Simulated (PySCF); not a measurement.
Isomers of C5H12FPSi, mass 150.043 u with the commonest isotopes. Level of theory: PBE0-D3(BJ)/def2-SVP geometry optimisation, gas phase in PySCF 2.14.0. One conformer each, none proved a minimum here; rigid rotors.

Question: Order these by out-of-plane moment Σ m c² = (Ia + Ib − Ic)/2, smallest first.
A. `[CH3:1][CH:2]([CH3:3])/[C:4]([F:5])=[P:6]\[CH2:7][SiH3:8]` with C1–C2–C4–F5 64°, C4–P6–C7–Si8 -84°
B. `[F:1][CH:2]1[CH2:3][CH2:4][P:5]([SiH3:6])[CH2:7][CH2:8]1` with F1–C2–C3–C4 -176°, C2–C3–C4–P5 -55°, C3–C4–P5–Si6 -63°, C4–P5–C7–C8 -41°
C. `[CH3:1][P:2]1[CH2:3][CH2:4][SiH:5]([F:6])[CH2:7][CH2:8]1` with C1–P2–C3–C4 -170°, P2–C3–C4–Si5 64°, C3–C4–Si5–F6 -169°, C4–Si5–C7–C8 49°

Answer: C (33.05 u·Å²), A (76.96 u·Å²), B (114.69 u·Å²).

Question: Order these by radius of gyration √(Σ m r²/M), smallest first.
A. `[CH3:1][CH:2]([CH3:3])/[C:4]([F:5])=[P:6]\[CH2:7][SiH3:8]` with C1–C2–C4–F5 64°, C4–P6–C7–Si8 -84°
B. `[CH3:1][P:2]1[CH2:3][CH2:4][SiH:5]([F:6])[CH2:7][CH2:8]1` with C1–P2–C3–C4 -170°, P2–C3–C4–Si5 64°, C3–C4–Si5–F6 -169°, C4–Si5–C7–C8 49°
C. `[F:1][CH:2]1[CH2:3][CH2:4][P:5]([SiH3:6])[CH2:7][CH2:8]1` with F1–C2–C3–C4 -176°, C2–C3–C4–P5 -55°, C3–C4–P5–Si6 -63°, C4–P5–C7–C8 -41°

Answer: C (2.133 Å), B (2.189 Å), A (2.257 Å).

Question: Order these by rotational constant A, smallest first.
A. `[CH3:1][P:2]1[CH2:3][CH2:4][SiH:5]([F:6])[CH2:7][CH2:8]1` with C1–P2–C3–C4 -170°, P2–C3–C4–Si5 64°, C3–C4–Si5–F6 -169°, C4–Si5–C7–C8 49°
B. `[CH3:1][CH:2]([CH3:3])/[C:4]([F:5])=[P:6]\[CH2:7][SiH3:8]` with C1–C2–C4–F5 64°, C4–P6–C7–Si8 -84°
C. `[F:1][CH:2]1[CH2:3][CH2:4][P:5]([SiH3:6])[CH2:7][CH2:8]1` with F1–C2–C3–C4 -176°, C2–C3–C4–P5 -55°, C3–C4–P5–Si6 -63°, C4–P5–C7–C8 -41°

Answer: B (1875 MHz), C (2168 MHz), A (2980 MHz).

```json
{"SMILES": "CC(C)/C(F)=P\\C[SiH3]", "point group": "C1", "Ia (u·Å²)": "269.61", "Ib (u·Å²)": "571.87", "Ic (u·Å²)": "687.56", "κ": "-0.74", "μa (D)": "0.11", "μb (D)": "1.92", "μc (D)": "1.46"}
{"SMILES": "FC1CCP([SiH3])CC1", "point group": "near Cs", "Ia (u·Å²)": "233.07", "Ib (u·Å²)": "564.18", "Ic (u·Å²)": "567.87", "κ": "-0.99", "μa (D)": "0.02", "μb (D)": "0.05", "μc (D)": "0.77"}
{"SMILES": "CP1CC[SiH](F)CC1", "point group": "Cs", "Ia (u·Å²)": "169.61", "Ib (u·Å²)": "582.51", "Ic (u·Å²)": "686.02", "κ": "-0.88", "μa (D)": "1.94", "μb (D)": "0.01", "μc (D)": "1.31"}
```
